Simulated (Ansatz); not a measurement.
Two structures of Si3NH9ClF, closed shell, reached by relaxing down either side of one saddle point (PBE0-D4/def2-TZVP). Energies are electronic, without zero-point energy. Computed with Ansatz 0.2.0 (basis: def2-TZVPP and def2-QZVPP); correlated methods freeze the cores. Extrapolation: Hartree–Fock as exp(−7.88 √X), correlation as X^−2.97. First:

```json
{"atom": "Si1", "x (Å)": "0.5213", "y (Å)": "1.4950", "z (Å)": "0.2661"}
{"atom": "Cl2", "x (Å)": "2.5824", "y (Å)": "1.1398", "z (Å)": "0.3179"}
{"atom": "N3", "x (Å)": "-0.3422", "y (Å)": "0.1324", "z (Å)": "-0.2849"}
{"atom": "Si4", "x (Å)": "-1.1379", "y (Å)": "-1.0126", "z (Å)": "0.7786"}
{"atom": "Si5", "x (Å)": "-0.4398", "y (Å)": "-0.1784", "z (Å)": "-2.0024"}
{"atom": "H6", "x (Å)": "2.1869", "y (Å)": "-0.3672", "z (Å)": "1.8535"}
{"atom": "F7", "x (Å)": "1.6527", "y (Å)": "-0.8925", "z (Å)": "2.4079"}
{"atom": "H8", "x (Å)": "0.1377", "y (Å)": "1.8421", "z (Å)": "1.6481"}
{"atom": "H9", "x (Å)": "0.3839", "y (Å)": "2.6262", "z (Å)": "-0.6761"}
{"atom": "H10", "x (Å)": "-1.3096", "y (Å)": "-0.3916", "z (Å)": "2.1114"}
{"atom": "H11", "x (Å)": "-0.3850", "y (Å)": "-2.2849", "z (Å)": "0.8698"}
{"atom": "H12", "x (Å)": "-2.4688", "y (Å)": "-1.3032", "z (Å)": "0.1775"}
{"atom": "H13", "x (Å)": "-0.2636", "y (Å)": "-1.6330", "z (Å)": "-2.2452"}
{"atom": "H14", "x (Å)": "0.6392", "y (Å)": "0.5867", "z (Å)": "-2.6772"}
{"atom": "H15", "x (Å)": "-1.7573", "y (Å)": "0.2412", "z (Å)": "-2.5449"}
```

Second:

| atom | x (Å) | y (Å) | z (Å) |
| --- | --- | --- | --- |
| Si1 | -0.1756 | 1.5098 | 0.8434 |
| Cl2 | 3.1190 | -0.9146 | 0.1605 |
| N3 | -0.4947 | 0.1021 | -0.0653 |
| Si4 | -1.0909 | -1.3636 | 0.6742 |
| Si5 | -0.1187 | 0.0584 | -1.7743 |
| H6 | 2.5902 | 0.0453 | 0.8330 |
| F7 | 1.2929 | 1.4269 | 1.5115 |
| H8 | -1.1181 | 1.6489 | 1.9720 |
| H9 | -0.1493 | 2.6885 | -0.0499 |
| H10 | -1.4756 | -1.0401 | 2.0716 |
| H11 | -0.0547 | -2.4251 | 0.6709 |
| H12 | -2.2765 | -1.8523 | -0.0777 |
| H13 | 0.2137 | -1.3417 | -2.1387 |
| H14 | 1.0262 | 0.9596 | -2.0512 |
| H15 | -1.2881 | 0.4981 | -2.5798 |

Problem. Which bonds change from the first to the second?

Solution. Si₃NH₈Cl ([SiH3][N]([SiH3])[SiH2][Cl]) + HF → Si₃NH₈F ([F][SiH2][N]([SiH3])[SiH3]) + HCl; bonds formed: Si1–F7, Cl2–H6; bonds broken: Si1–Cl2, H6–F7.

Problem. Give the saddle point's structure and its height above each. (Judge from chemistry; the value comes from the calculation.)

Solution. By the calculation: 1.333 eV above the first and 1.742 eV above the second (CCSD(T) at an estimated basis limit (MP2 extrapolated from triple and quadruple zeta, plus CCSD(T) − MP2 in triple zeta)).
```xyz
15
angstrom
Si 0.6436 1.1311 0.4836
Cl 3.0080 1.6454 0.9714
N -0.3424 -0.0924 -0.2074
Si -1.1956 -1.2835 0.7472
Si -0.5577 -0.1373 -1.9401
H 2.3353 0.4062 1.6542
F 1.3869 -0.1677 1.6802
H 0.0465 1.8908 1.5928
H 0.9051 1.9697 -0.7087
H -1.3773 -0.7561 2.1218
H -0.4671 -2.5760 0.7978
H -2.5246 -1.5106 0.1223
H -0.9330 -1.5295 -2.3036
H 0.7092 0.2318 -2.6189
H -1.6369 0.7782 -2.3927
```

The T1 diagnostic stays at or below 0.012.

Labels in which every atom is bracketed show which atoms are joined, not bond orders.

For scale, one of the runs: CCSD(T)/def2-TZVPP, 356 basis functions, launched by `ansatz run in.yaml --threads 4 --pin off --events-out ev --progress --plain --max-ram 66560MiB --backend cuda --devices 0, --max-vram 37GiB`. Hardware: 4 CPU threads of an AMD EPYC 7R13 and a share of one NVIDIA H100, shared host. Wall time 19 s; peak host memory 0.86 GiB.
